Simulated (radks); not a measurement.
Values are calculated unless marked as measured or tabulated.
The nuclear charge of the fluorine ion F+ is varied continuously with 8 electrons held in [He] 2s2 2p4. Code: a radial shooting solver on a logarithmic mesh with Libxc functionals. Model: non-relativistic Kohn-Sham, PBE, spin-polarised, spherical densities, point nucleus; open shells are filled with parallel spins first. By the Hellmann-Feynman theorem dE/dZ = E(electron-nucleus)/Z, the electronic potential at the nucleus.

\begin{tabular}{lrrrrr}
Z & E (hartree) & E(electron-nucleus)/Z (hartree) & HOMO & e(HOMO) (eV) & <r> HOMO (bohr) \\ \hline
8 & -75.00096 & -22.2442 & 2p & -7.193 & 1.335 \\
8.1 & -77.24307 & -22.5979 & 2p & -8.730 & 1.290 \\
8.2 & -79.52053 & -22.9512 & 2p & -10.346 & 1.249 \\
8.3 & -81.83330 & -23.3042 & 2p & -12.039 & 1.211 \\
8.4 & -84.18137 & -23.6571 & 2p & -13.807 & 1.177 \\
8.5 & -86.56471 & -24.0097 & 2p & -15.651 & 1.144 \\
8.6 & -88.98330 & -24.3621 & 2p & -17.569 & 1.114 \\
8.7 & -91.43712 & -24.7143 & 2p & -19.561 & 1.086 \\
8.8 & -93.92616 & -25.0664 & 2p & -21.626 & 1.059 \\
8.9 & -96.45040 & -25.4184 & 2p & -23.764 & 1.034 \\
9 & -99.00983 & -25.7703 & 2p & -25.975 & 1.011 \\
9.1 & -101.60445 & -26.1220 & 2p & -28.257 & 0.9882 \\
9.2 & -104.23423 & -26.4737 & 2p & -30.611 & 0.9669 \\
9.3 & -106.89918 & -26.8252 & 2p & -33.037 & 0.9466 \\
9.4 & -109.59928 & -27.1767 & 2p & -35.534 & 0.9272 \\
9.5 & -112.33452 & -27.5281 & 2p & -38.102 & 0.9087 \\
9.6 & -115.10490 & -27.8794 & 2p & -40.740 & 0.8910 \\
9.7 & -117.91040 & -28.2307 & 2p & -43.450 & 0.8740 \\
9.8 & -120.75104 & -28.5819 & 2p & -46.229 & 0.8578 \\
9.9 & -123.62678 & -28.9331 & 2p & -49.080 & 0.8422 \\
10 & -126.53765 & -29.2842 & 2p & -52.000 & 0.8272 \\
\end{tabular}

The central difference of E at Z = 9 is -25.770 hartree, to compare with the third column; the second derivative is -3.52 hartree.
